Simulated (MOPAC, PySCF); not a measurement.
C₂H₄B₂, SMILES `CB=C=B`, neutral singlet in the gas phase. 

Cartesian coordinates (Å):
SMILES: C(=B)=BC
```xyz
8

B      2.5945    -0.3113    -0.0617
C      1.2630    -0.1454    -0.0161
B     -0.0822     0.0150     0.0236
C     -1.5921     0.1914     0.0674
H      3.7539    -0.4573    -0.1019
H     -1.9420     0.7723    -0.7877
H     -1.8988     0.7119     0.9764
H     -2.0963    -0.7765     0.0462
```
Charge 0, spin multiplicity 1.

All levels are single points at this geometry (CAM-B3LYP-D3(BJ)/def2-TZVP); Pople sets use spherical d functions. Orbital energies aren't observables, and empty levels follow the basis.

```
level                                HOMO (eV)  LUMO (eV)  gap (eV)  dipole (D)  vertical IE, Delta-SCF (eV)
-----------------------------------  ---------  ---------  --------  ----------  ---------------------------
CAM-B3LYP-D3(BJ)/def2-TZVP in PySCF      -8.34      -0.19      8.15        1.51                         9.23
TPSSh-D3(BJ)/def2-TZVP in PySCF          -6.50      -1.60      4.90        1.52                         9.21
B3LYP/3-21G in PySCF                     -6.73      -1.14      5.59        1.61                            –
B3LYP/6-311+G** in PySCF                 -6.90      -1.45      5.45        1.51                            –
BP86/6-31G* in PySCF                     -5.88      -1.85      4.03        1.60                            –
M06-2X/6-31G* in PySCF                   -7.90      -0.05      7.85        1.42                            –
HF/3-21G in PySCF                        -9.09       2.55     11.64        1.41                            –
HF/6-31G* in PySCF                       -8.92       2.73     11.65        1.28                         7.51
PM3 in MOPAC                            -10.73      -0.11     10.63        1.81                            –
```
